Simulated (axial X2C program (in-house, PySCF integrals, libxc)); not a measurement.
Spin–orbit effects along a row: molecules with Ca, PBE0

Calculated with an in-house all-electron X2C program for linear molecules (integrals from PySCF), spin-free (one-electron X2C) or two-component (2c: spin–orbit coupling with atomic mean-field Coulomb and Gaunt terms, which also bring small scalar terms), in Dyall basis sets with cores contracted in-house; open shells are unrestricted.

Basis sets: Br dyall-cv3z, Ca dyall-cv3z, Co dyall-cv3z, Cr dyall-cv3z, Cu dyall-cv3z, Ge dyall-cv3z, Mn dyall-cv3z, Ni dyall-cv3z, Sc dyall-cv3z, Ti dyall-cv3z.

| molecule | spin-free state | Re (Å) | ωe (cm⁻¹) | De (eV) | 2c state | Re 2c (Å) | ωe 2c (cm⁻¹) | De 2c (eV) |
| --- | --- | --- | --- | --- | --- | --- | --- | --- |
| CaSc | M_S = 1/2, Λ = 0 | 3.025 | 196.6 | 0.17 | Ω = 1/2 | 3.025 | 196.4 | 0.17 |
| CaTi | M_S = 2, Λ = 2 | 3.184 | 141.2 | n/a | Ω = 4 | 3.185 | 141.0 | n/a |
| CaCr | M_S = 3, Λ = 0 | 3.173 | 129.7 | 0.49 | Ω = 3 | 3.174 | 129.6 | 0.49 |
| CaMn | M_S = 5/2, Λ = 0 | 3.770 | 77.4 | 0.18 | Ω = 5/2 | 3.771 | 77.3 | 0.18 |
| CaCo | M_S = 3/2, Λ = 2 | 2.770 | 183.0 | 0.89 | Ω = 7/2 | 2.770 | 182.9 | n/a |
| CaNi | M_S = 1, Λ = 2 | 2.669 | 198.2 | 1.12 | Ω = 3 | 2.669 | 198.1 | n/a |
| CaCu | M_S = 1/2, Λ = 0 | 2.694 | 190.2 | 1.29 | Ω = 1/2 | 2.694 | 190.1 | 1.29 |
| CaGe | M_S = 1, Λ = 0 | 2.813 | 214.9 | 1.57 | Ω = 1 | 2.813 | 214.6 | n/a |
| CaBr | M_S = 1/2, Λ = 0 | 2.585 | 286.6 | 3.86 | Ω = 1/2 | 2.586 | 286.3 | 3.76 |

Task: Work out the shifts from the spin-free to the two-component result.

Result: 

```csv
molecule,2c state,ΔRe (Å),Δωe (cm⁻¹),ΔDe (eV)
CaSc,Ω = 1/2,0.000,-0.2,0.00
CaTi,Ω = 4,0.001,-0.2,n/a
CaCr,Ω = 3,0.001,-0.1,0.00
CaMn,Ω = 5/2,0.001,-0.1,0.00
CaCo,Ω = 7/2,0.000,-0.1,n/a
CaNi,Ω = 3,0.000,-0.1,n/a
CaCu,Ω = 1/2,0.000,-0.1,0.00
CaGe,Ω = 1,0.000,-0.3,n/a
CaBr,Ω = 1/2,0.001,-0.3,-0.10
```

Shifts of one unit in the last digit are rounding.

Each entry is the lowest single determinant of a limited PBE0 search at one distance. De goes to single-determinant-based atoms at the same level (for ions the charge split of lowest energy) and is withheld (n/a) where an atom does not fit its ground term or J level. Main or longest-lived isotopes. One determinant is a doubtful description, or other states lie close, for CaSc, CaTi, CaCr, CaMn, CaCo, CaNi, CaGe; these need not be ground states, and all values refer to the states named. Some open-shell Ω = 0 determinants are out of reach, so the Ω given for CaTi, CaCr, CaGe need not be the lowest component. With several unpaired electrons the Ω given is that of one determinant, not necessarily of the lowest component. Some light 2c atoms are not at their ground J level, so De misses part of their lowering (0.04 eV or less). The functionals have no current term, which raises determinants with orbital currents.
